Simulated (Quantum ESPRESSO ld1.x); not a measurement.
Q: Hg V, configuration [Xe] 4f14 5d8. Method: scalar-relativistic Kohn-Sham, LDA (Slater exchange, Perdew-Wang correlation), spin-polarised, spherical densities, point nucleus; open shells are filled with parallel spins first; computed with ld1.x of Quantum ESPRESSO 7.5. Some entries of the table are withheld. Estimate them.

orbital  occ.  eigenvalue (hartree)  r(max) (bohr)
1s up       1              -3056.57        0.01023
1s down     1              -3056.57        0.01023
2s up       1              -543.328        0.05917
2s down     1              -543.322        0.05917
2p up       3              -468.902        0.04907
2p down     3              -468.897        0.04907
3s up       1              -130.360         0.1668
3s down     1              -130.356         0.1668
3p up       3              -108.863         0.1665
3p down     3              -108.860         0.1665
3d up       5              -86.2291         0.1354
3d down     5              -86.2239         0.1355
4s up       1              -30.1082         0.3757
4s down     1              -30.1012         0.3758
4p up       3              -23.0591         0.3959
4p down     3              -23.0521         0.3959
4d up       5              -14.7000         0.4028
4d down     5              -14.6918         0.4028
5s up       1              -6.23300         0.8259
5s down     1              -6.19230         0.8247
4f up       7                   (1)         0.3659
4f down     7                   (2)         0.3658
5p up       3              -4.31230            (3)
5p down     3              -4.26488            (4)
5d up       5              -2.13677          1.133
5d down     3              -2.08652          1.132

A: 
(1) 4f up eigenvalue (hartree): -5.42531
(2) 4f down eigenvalue (hartree): -5.41449
(3) 5p up r(max) (bohr): 0.9245
(4) 5p down r(max) (bohr): 0.9229
